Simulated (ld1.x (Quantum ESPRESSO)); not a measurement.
## What one change does to a pseudopotential (Ge (Z = 32), ultrasoft)

ld1.x (Quantum ESPRESSO) 7.5 input, shortened:

```
&input
   title='Ge', zed=32., rel=0, dft='PZ', iswitch=3,
   config='[Ar] 3d10 4s2 4p2'
 /
 &inputp
   pseudotype=3, tm=.true., lloc=-1, rcloc=1.50,
   nlcc=.true., rcore=1.20
 /
4
4S  1  0   2.00   0.00  1.70  2.05  0.0
4S  1  0   0.00  -0.45  1.70  2.05  0.0
4P  2  1   2.00   0.00  1.65  1.75  0.0
4P  2  1   0.00   1.25  1.65  1.75  0.0
 &test
   configts(1)='4s2 4p2'
 /
```

All-electron outer shells of the reference configuration (LDA (PZ), non-relativistic, ld1.x):

```csv
shell,level (eV),outermost node (bohr),outermost maximum (bohr)
3d,-30.39,–,0.50
4s,-11.61,0.78,1.77
4p,-4.08,0.83,2.22
```

Change: type TM semilocal; waves now 4p (bound): rc 1.75 bohr; 4s (bound): rc 2.05 bohr; local potential the s channel.

Cutoffs: the cutoffs (Ry, on a coarse ladder) from which the occupation-weighted sum of valence levels, in a spherical-Bessel basis at the reference potential, stays within 10 and 1 mRy of its value at 400 Ry; they do not see the model core or the augmentation charge, which bear on the density cutoff. Errors are all-electron minus pseudo energies relative to the spin-unpolarised reference configuration.

Predict the effect on cutoff, ghosts and configuration errors.

The potential gets harder (6 Ry and 15 Ry → 21 Ry and 35 Ry); of the 9 tests that both files solve, the error grows in 2 and shrinks in 4 by more than 15 % and 0.3 meV (median size 7.7 → 10.8 meV); neither file shows a bound ghost. A semilocal file is local in each channel, so a ghost entry of none says nothing of the separable form that plane-wave codes build from it. Several settings change at once here, so the effects cannot be laid on one of them.

| quantity | base | changed |
| --- | --- | --- |
| cutoff, loose | 6 Ry | 21 Ry |
| cutoff, tight | 15 Ry | 35 Ry |
| loose cutoff by channel (10 mRy a level) | s 6 Ry, p 6 Ry | p 6 Ry, s 12 Ry |
| bound ghosts | none | none |
| error for 4s2 4p1, meV [ΔE 7.66 eV] | -4.7 | -3.0 |
| error for 4s2 4p0, meV [ΔE 23.39 eV] | -41 | -31 |
| error for 4s1 4p0, meV [ΔE 58.05 eV] | -237 | -221 |
| error for 4s1 4p2, meV [ΔE 16.02 eV] | -23 | -23 |
| error for 4s0 4p4, meV [ΔE 15.55 eV] | -31 | -45 |
| error for 4s1 4p3, meV [ΔE 7.66 eV] | -7.7 | -11 |
| error for 4s2 4p1.5, meV [ΔE 2.90 eV] | -0.7 | -0.4 |
| error for 4s2 4p2 (spin-polarised), meV [ΔE -0.56 eV] | -1.9 | -1.0 |
| error for 4s2 4p1 (spin-polarised), meV [ΔE 7.48 eV] | -5.7 | -3.8 |
| s: phases at 2.26 bohr within 0.05 rad from the reference energy up to (Ry; the scan ends near 5) | 3.6 | 2.7 |
| p: phases at 2.26 bohr within 0.05 rad from the reference energy up to (Ry; the scan ends near 5) | to the end of the scan | 4.1 |
